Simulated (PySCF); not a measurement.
## Spinor energies of Pb⁶⁷⁺ (lead, charge +67)

Start: [Ne] 3s2 3p3; 3p1/2 filled at m_j = -1/2, +1/2; 3p3/2 filled at m_j = +3/2. Calculated with PySCF 2.14 in an even-tempered Gaussian basis (17 s from 23 bohr⁻², ratio 2.4; 14 p from 30 bohr⁻², ratio 2.4; 4 d from 100 bohr⁻², ratio 2.6; 4 f from 150 bohr⁻², ratio 2.6): generalised Hartree-Fock with the X2C-1e Hamiltonian and a Gaussian nucleus; one run each with spin-orbit coupling (SO) switched off, then screened by Boettger's factors.

```tsv
spinor shell	electrons	ε, spin-free (eV)	ε, screened SO (eV)	weight of nominal j (screened SO)	rms radius, screened SO (bohr)
1s1/2	2	-94279.6	-94226.5	1.000	0.0181
2s1/2	2	-21502.4	-21481.3	1.000	0.0721
2p1/2	2	-19269.3	-20889.2	1.000	0.0608
2p3/2	4	-19269.3	-18631.9	1.000	0.0688
3s1/2	2	-8602.9	-8595.0	1.000	0.174
3p1/2	2	-7981.9	-8383.1	1.000	0.164
3p3/2	1	-7981.9	-7793.7	1.000	0.177
```

| quantity | spin-free | screened SO |
| --- | --- | --- |
| E (hartree) | -15464.52387 | -15518.41398 |
| M_J | 3/2 | 3/2 |
| ⟨J²⟩ | 3.750 | 3.750 |
| ⟨L²⟩ | 0.000 | 2.642 |
| ⟨S²⟩ | 3.750 | 1.495 |

Each row is a mean over spinors that exchange with the open shell spreads, by up to 33.615 eV (3s1/2).

Breit and QED terms are absent; they matter most for the inner s and p1/2 levels.

Densities and radii are taken from the X2C orbitals without a picture-change correction, which distorts them close to the nucleus.

Without spin-orbit coupling the j labels of p, d and f shells carry no meaning; the spin-free column gives the mean over the occupied spinors of each nl shell.
